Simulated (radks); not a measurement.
The numbers below are computed, except where a source is named.
Problem. Species: Kr II. Configuration: [Ar] 3d10 4s2 4p5 (the NIST ground configuration). Code: a radial shooting solver on a logarithmic mesh with Libxc functionals. Model: scalar-relativistic Kohn-Sham, SCAN, spin-unpolarised, spherical densities, finite nucleus; meta-GGA in the generalised Kohn-Sham scheme; Fermi nuclear charge, rms radius 4.1884 fm. Some entries of the table are withheld. Estimate them.

orbital,occ.,eigenvalue (hartree),<r^2> (bohr^2)
1s,2,-522.0843,0.002320
2s,2,-69.53107,(1)
2p,6,-61.43201,(2)
3s,2,-10.38795,0.3215
3p,6,-7.77701,(3)
3d,10,-3.48255,0.3798
4s,2,-1.28575,2.722
4p,5,(4),3.827

Solution. 
(1) 2s <r^2> (bohr^2): 0.03964
(2) 2p <r^2> (bohr^2): 0.03138
(3) 3p <r^2> (bohr^2): 0.3407
(4) 4p eigenvalue (hartree): -0.73397
